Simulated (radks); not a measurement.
All-electron atom: Yb XXIII in [Kr] 4d10 4f2.

All-electron calculation, scalar-relativistic Kohn-Sham, LDA (Slater exchange, VWN5 correlation), spin-polarised, spherical densities, finite nucleus; open shells are filled with parallel spins first (spin-orbit coupling, left out, can overturn this in heavy ions); Fermi nuclear charge, rms radius 5.3108 fm. Program: a radial shooting solver on a logarithmic mesh with Libxc functionals.

Energy parts (eV):
| part | energy |
|---|---|
| total | -377049.64 |
| kinetic | 411188.34 |
| electron-nucleus | -895899.33 |
| Hartree | 114696.72 |
| exchange-correlation | -7035.37 |

Orbitals (lengths in bohr, moments of r in powers of bohr):
| orbital | occ. | eigenvalue (eV) | <r^4> |
|---|---|---|---|
| 1s down | 1 | -61820.22 | 7.575e-07 |
| 1s up | 1 | -61820.21 | 7.575e-07 |
| 2s up | 1 | -11017.07 | 0.0001166 |
| 2s down | 1 | -11016.98 | 0.0001166 |
| 2p up | 3 | -9791.813 | 0.00008944 |
| 2p down | 3 | -9791.748 | 0.00008943 |
| 3s up | 1 | -2994.448 | 0.004322 |
| 3s down | 1 | -2992.580 | 0.004316 |
| 3p up | 3 | -2624.826 | 0.004569 |
| 3p down | 3 | -2622.970 | 0.004560 |
| 3d up | 5 | -2173.619 | 0.003546 |
| 3d down | 5 | -2172.174 | 0.003536 |
| 4s up | 1 | -1073.913 | 0.08604 |
| 4s down | 1 | -1070.868 | 0.08622 |
| 4p up | 3 | -945.9450 | 0.1051 |
| 4p down | 3 | -943.0072 | 0.1054 |
| 4d up | 5 | -778.7632 | 0.1274 |
| 4d down | 5 | -775.8860 | 0.1280 |
| 4f up | 2 | -595.3656 | 0.1397 |
| 4f down | 0 | -592.2857 | 0.1410 |

The highest occupied level is 4f up at -595.37 eV. The electron density at the nucleus is 1.08e+06 e/bohr^3 (large components only). Spin moment in Bohr magnetons: 2. The density falls to 0.001 e/bohr^3 at r = 1.42 bohr. The spin density at the nucleus is -8.12 e/bohr^3 (1s 0.02, 2s -1.59, 3s -12.97, 4s 6.42). For comparison, the ionisation energy in NIST's Atomic Spectra Database is 610 eV (theoretical). In exact Kohn-Sham theory the highest level is minus the ionisation energy, but local and semilocal functionals leave it too shallow, through self-interaction and a potential that decays too fast; potentials with the right tail come closer. Summed over all electrons, <r^2> = 6.545 bohr^2, which gives a Langevin (diamagnetic) susceptibility term of -5.18 x 10^-6 cm^3/mol.
